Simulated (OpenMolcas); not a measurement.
## How basis sets differ on BNH3F3 (SMILES [NH3+][B-](F)(F)F)

BNH3F3 has 8 atoms, charge 0, and is taken as a singlet. As SMILES, `[NH3+][B-](F)(F)F`. Geometry: relaxed at PBE0-D4/def2-TZVP.

```xyz
8

N    -0.5018   -0.0524    0.6457
B     0.5315    0.0387   -0.6681
F     1.5211   -0.8604   -0.3781
F    -0.2514   -0.3121   -1.7339
F     0.9436    1.3433   -0.6794
H    -1.2803    0.5873    0.5220
H    -0.0063    0.1946    1.4967
H    -0.8643   -0.9961    0.7393
```

Each level gives the energy change with the N1–H8 bond stretched from 1.015 to 1.117 Å (eV). The values are calculated.

```tsv
level	kind	program	value (eV)	CPU time (all runs)
B97-1/STO-3G (restricted)	global hybrid	OpenMolcas	0.06	5.6 s
B97-1/3-21G (restricted)	global hybrid	OpenMolcas	0.13	7.5 s
B97-1/6-31G (restricted)	global hybrid	OpenMolcas	0.16	8 s
B97-1/6-31G* (spherical functions) (restricted)	global hybrid	OpenMolcas	0.17	14 s
B97-1/6-31G** (spherical functions) (restricted)	global hybrid	OpenMolcas	0.17	17 s
B97-1/6-311G** (restricted)	global hybrid	OpenMolcas	0.18	28 s
B97-1/6-311++G** (restricted)	global hybrid	OpenMolcas	0.17	53 s
B97-1/6-311++G(2d,2p) (RICD fitting) (restricted)	global hybrid	OpenMolcas	0.18	32 s
```

The first shape isn't each level's own minimum. The values span 0.06 to 0.18 eV. Without the sets that lack polarisation functions the rows with a basis span only 0.17 to 0.18 eV. Times are those of the runs behind each value, whatever else they computed, on shared processors of several kinds: orders of magnitude only.
